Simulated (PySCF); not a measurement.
CH5Si (SMILES C[SiH2]), doublet, at a GFN2-xTB geometry. Base run: HF/3-21G (PySCF).

The PySCF input:
```python
from pyscf import gto, scf

mol = gto.M(
    atom='''
C    -0.00961888    0.08558394   -1.20792711
Si    0.00693370    0.02337297    0.68442733
H    -0.03432110   -0.91899655   -1.62856536
H    -0.87992760    0.61839322   -1.58117006
H     0.87474746    0.58217174   -1.59770913
H    -1.21559465   -0.53605201    1.24797082
H     1.21573735   -0.58624162    1.22505378
''',
    basis='3-21g',
    spin=1,
    verbose=4,
)

mf = scf.UHF(mol)
mf.kernel()
```

Variants of this job, named by their change:

```tsv
change	ΔE vs base (mEh)	fitting functions	dipole (D)
base	0.000	-	0.58
exchange = seminumerical (SGX) (with mf = sgx.sgx_fit(mf, auxbasis='def2-universal-jfit'); with mf.with_df.dfj = True)	-0.436	155	0.58
auxbasis = def2-universal-jfit	1789.1	155	0.60
auxbasis = even-tempered beta=2.0	-0.421	176	0.59
auxbasis = def2-universal-jkfit	0.048	293	0.58
auxbasis = even-tempered beta=1.6	-0.255	259	0.59
auxbasis = cc-pvdz-jkfit	-0.012	297	0.58
auxbasis = def2-tzvp-ri	-1.040	264	0.58
auxbasis = default (with mf = mf.density_fit())	0.048	293	0.58
auxbasis = cc-pvqz-jkfit	-0.041	509	0.58
```

A fitting set is made for a task (jfit for Coulomb, jkfit for Coulomb and exchange, ri for correlation) and for a family of orbital bases.

Open shells are given as the SCF converged; they aren't shown to be the lowest states, and a large step between rows can be another state.
